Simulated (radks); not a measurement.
The numbers below are computed, except where a source is named.
Species: Fe4+. Configuration: [Ar] 3d3.5 4d0.5 (fractional occupations, a model configuration). Code: a radial shooting solver on a logarithmic mesh with Libxc functionals. Model: Dirac Kohn-Sham, BLYP, spin-unpolarised, spherical densities, finite nucleus; open shells fill j = l - 1/2 first; Fermi nuclear charge, rms radius 3.7377 fm.

Normalised radial functions P(r) = r R(r) (large component), r in bohr:

```
   r/bohr * 3p1/2 (the largest magnitude, 1.2, reaches the edge; | marks zero)
 0.005656                             *
 0.007423                             *
 0.009744                             *
  0.01269                             |*
  0.01665                             |*
  0.02169                             | *
  0.02846                             |  *
  0.03706                             |   *
  0.04865                             |     *
  0.06386                             |       *
  0.08315                             |          *
   0.1091                             |            *
   0.1421                             |             *
   0.1865                             |           *
   0.2448                             |     *
   0.3188                          *  |
   0.4185              *              |
   0.5449     *                       |
   0.7153  *                          |
   0.9388      *                      |
    1.222              *              |
    1.605                      *      |
    2.089                           * |
    2.743                             *
    3.571                             *
    4.687                             *
    6.153                             *
    8.012                             *
```

3p1/2: eigenvalue -124.74 eV, 1 radial node at r = 0.295 bohr, <r> = 0.817 bohr, 90 % of the charge inside 1.25 bohr.
